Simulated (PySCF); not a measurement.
C4H5FSi, SMILES C#C/C(F)=C/[SiH3].

Coordinates come from a B3LYP-D3(BJ)/def2-SVP optimisation. The structure was generated by enumeration; whether it is a known compound was not checked.

Computed with PBE0/def2-TZVP (PySCF).

Symmetry labels are those of the subgroup Cs that the program uses (full group Cs).

Computed valence orbital energies around the gap with their symmetry:
| orbital | symmetry | energy (eV) |
|---|---|---|
| HOMO−7 | A' | -13.57 |
| HOMO−6 | A' | -11.51 |
| HOMO−5 | A' | -10.18 |
| HOMO−4 | A" | -10.04 |
| HOMO−3 | A' | -9.73 |
| HOMO−2 | A" | -9.55 |
| HOMO−1 | A' | -8.69 |
| HOMO | A" | -7.43 |
| LUMO | A" | -1.61 |
| LUMO+1 | A' | 0.01 |
| LUMO+2 | A' | 0.84 |
| LUMO+3 | A' | 1.41 |
